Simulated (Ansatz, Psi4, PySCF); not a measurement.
silver atom (Ag), doublet (core potentials on Ag). Base run: BHANDHLYP/def2-SVPD run with PySCF.

Here is a job for PySCF.
```python
from pyscf import gto, scf, dft

mol = gto.M(
    atom='''
Ag    0.00000000    0.00000000    0.00000000
''',
    basis='def2-svpd',
    ecp={'Ag': 'def2-svpd'},
    spin=1,
    verbose=4,
)

mf = dft.UKS(mol)
mf.xc = 'bhandhlyp'
mf.kernel()
```

The same geometry, method and basis name were run in Ansatz (an electronic-structure program) and Psi4 and PySCF, at each program's defaults and at the settings that a row names. The base is PySCF at its defaults. Differences at the defaults can come from grids, fitting, cores and function types together.

```csv
code and settings,ΔE vs base (µEh),basis functions,E (Eh),SCF cycles
"PySCF, defaults (exact integrals, its default grid, spherical functions)",0.0,34,-146.84314,8
"Psi4, defaults (density fitting with its default set, its default grid, spherical functions)",-20.7,34,-146.84316,10
"Ansatz, defaults (factorised integrals, its default grid, spherical functions)",0.2,34,-146.84314,-
"PySCF, density fitting with def2-universal-jkfit",-21.8,34,-146.84316,8
"PySCF, fine grid",-0.1,34,-146.84314,8
"Psi4, exact integrals, spherical functions, fine grid",0.0,34,-146.84314,11
"Ansatz, high accuracy",-0.1,34,-146.84314,-
```

Open shells are given as the SCF converged; they aren't shown to be the lowest states, and a large step between rows can be another state.
